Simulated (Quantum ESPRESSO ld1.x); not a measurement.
Problem. The mean radii <r> (bohr) of the occupied orbitals of an atom or ion are listed with their occupations. All-electron calculation, scalar-relativistic Kohn-Sham, relativistic LDA (MacDonald-Vosko exchange, VWN5 correlation), spin-unpolarised, spherical densities, point nucleus. Program: ld1.x of Quantum ESPRESSO 7.5.

| orbital | occ. | <r> |
|---|---|---|
| 1s | 2 | 0.01778 |
| 2s | 2 | 0.07333 |
| 2p | 4 | 0.06533 |

Name the element and its charge.

Solution. Z = 76, osmium, charge +68: Os68+ in [He] 2s2 2p4. The 1s radius gives Z: for a bare nucleus <r> = (2 gamma + 1)/(2Z) with gamma = sqrt(1 - (Z/c)^2), 0.01753 bohr for Z = 76, and screening makes it slightly larger (0.01778 here). The occupations add up to 8, and the charge is Z minus that.
